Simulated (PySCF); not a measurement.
Tl(III) with different ligands

Computed with PySCF 2.14.0, PBE0, def2-SVP on the ligands, density fitting, scalar-relativistic core potentials, no spin-orbit coupling, vacuum. The metal has def2-SVP with ECP60. Each complex is relaxed within the symmetry of a template of the same shape. Distances are means of the shortest metal–ligand contacts, charges and spins Mulliken's; removal energies are rigid, with the ligand's formal charge and no counterpoise, so too large; for an anion taken off a cation in vacuum most of it is the attraction of opposite charges, and multiply charged cations can part far more cheaply with an electron moved from ligand to metal.

```
     complex  point group  M–first ligand (Å)  charge on M (e)  dipole (D)  HOMO–LUMO gap (eV)  removal of one first-named ligand (eV)  strongest infrared band, degenerate modes summed (cm⁻¹)  unstable modes (below −25 cm⁻¹)
  TlCl3(H2O)           Cs               2.409             0.62        3.43                5.37                                    9.25                                                      478                                0
Tl(OH)3(NH3)           C1               2.099             0.68        2.90                5.77                                   10.55                                                     1073                                0
   TlF3(NH3)           C3               2.035             1.01        5.76                6.51                                   10.91                                                      571                                0
   TlI3(H2O)           Cs               2.741             0.41        3.62                3.92                                    7.35                                                        –                         1 (soft)
```

Problem. What does the calculation give for TlH3(NH3)?

Solution. point group: C3v, M–first ligand (Å): 1.752, charge on M (e): 0.11, dipole (D): 4.46, HOMO–LUMO gap (eV): 6.98, removal of one first-named ligand (eV): 10.10, strongest infrared band, degenerate modes summed (cm⁻¹): 1751, unstable modes (below −25 cm⁻¹): 0.
```xyz
8

Tl    0.2804   -0.2804    0.2804
H     1.0692    1.0703    1.0692
H    -1.0703   -1.0692    1.0692
H     1.0692   -1.0692   -1.0703
N    -1.1908    1.1908   -1.1908
H    -1.7920    1.7920   -0.6298
H    -0.6298    1.7920   -1.7920
H    -1.7920    0.6298   -1.7920
```

Members with unstable modes aren't minima as they stand: saddle points kept by symmetry or, where the modes are soft, flat surfaces and noise. Moved off a saddle point of the template and relaxed again: TlF3(NH3). One start shape was tried for each, so a minimum needn't be the lowest isomer.
